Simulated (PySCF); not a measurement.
How methods differ on the ionisation energy of Ni²⁺

Ni²⁺ [Ar] 3d8 (3F) → Ni³⁺ [Ar] 3d7 (4F), as a difference of total energies. All numbers are calculated (PySCF 2.14, no relativity, point nucleus, in cc-pVTZ (7s6p4d2f1g, 68 functions)). Correlated levels: valence: [Ar] frozen. The calculations carry no spin-orbit coupling.

Task: Order these methods by the ionisation energy they give, lowest first.
A. MP2 (valence)
B. UHF
C. SCS-MP2 (valence)
D. M06-L

Result: B (32.883 eV), C (35.060 eV), A (35.122 eV), D (35.572 eV).

These non-relativistic numbers lack the scalar-relativistic shift.

The reference lies between the lowest fine-structure levels, while these numbers refer to the centres of the terms.

Errors of the correlated levels include the incompleteness of this basis and the frozen core.

For comparison: 35.187 ± 0.019 eV (measured; NIST Atomic Spectra Database, ionization energies).
